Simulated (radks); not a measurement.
Q: Radial electron density D(r) = 4 pi r^2 rho(r) of an atom or ion with 52 electrons. All-electron calculation, scalar-relativistic Kohn-Sham, TASK exchange with Perdew-Wang LDA correlation, spin-polarised, spherical densities, finite nucleus; meta-GGA in the generalised Kohn-Sham scheme; Fermi nuclear charge, rms radius of each element as measured or else 0.836 A^(1/3) + 0.57 fm. Program: a radial shooting solver on a logarithmic mesh with Libxc functionals.

r (bohr),D(r) (e/bohr),spin D(r)
0.005173,24.57,0.000145
0.00612,30.39,0.000240
0.007239,36.92,0.000401
0.008564,43.93,0.000674
0.01013,51.01,0.00113
0.01198,57.58,0.00190
0.01418,62.95,0.00315
0.01677,66.39,0.00515
0.01984,67.40,0.00826
0.02347,66.00,0.0129
0.02776,62.92,0.0194
0.03284,59.75,0.0278
0.03884,58.58,0.0378
0.04595,61.23,0.0476
0.05436,68.10,0.0542
0.0643,77.31,0.0536
0.07606,84.91,0.0423
0.08998,86.66,0.0207
0.1064,80.90,-0.00402
0.1259,70.63,-0.0169
0.1489,62.48,-0.00286
0.1762,61.92,0.0396
0.2068,67.59,0.0851
0.2446,72.49,0.100
0.2893,67.89,0.0636
0.3422,52.68,0.00880
0.4049,34.85,0.00984
0.4789,24.18,0.103
0.5665,23.28,0.215
0.6702,26.29,0.214
0.7928,26.13,0.0713
0.9378,20.98,-0.0653
1.109,13.77,0.0148
1.312,7.927,0.378
1.552,4.679,0.880
1.836,3.316,1.23
2.172,2.611,1.22
2.57,1.876,0.909
3.04,1.088,0.507
3.596,0.4786,0.207
4.254,0.1634,0.0686
5.032,0.06954,0.0451
5.952,0.07562,0.0711
7.041,0.1108,0.110
8.329,0.1543,0.154
9.853,0.1899,0.190
11.66,0.2000,0.200
13.79,0.1702,0.170
16.31,0.09524,0.0952
19.29,0.03232,0.0323
22.82,0.008706,0.00871
27,0.001992,0.00199
31.94,0.0003549,0.000355

What is the nuclear charge?

A: Z = 52. The innermost maximum, from 1s, lies near gamma/Z bohr with gamma = sqrt(1 - (Z/c)^2) = 0.925, here 0.0178 bohr (found: 0.0195), and its height grows with Z. The density is that of neutral tellurium in [Kr] 4d10 5p4 4f2; the configuration itself is not fixed sharply by these data, and Z only to a few units. D(r) has 5 maxima, at r = 0.0195, 0.0858, 0.249, 0.726, 11.3 bohr, and minima at 0.0379, 0.164, 0.527, 5.32 bohr, inside which lie 1.98, 11.19, 28.92, 50.06 electrons.
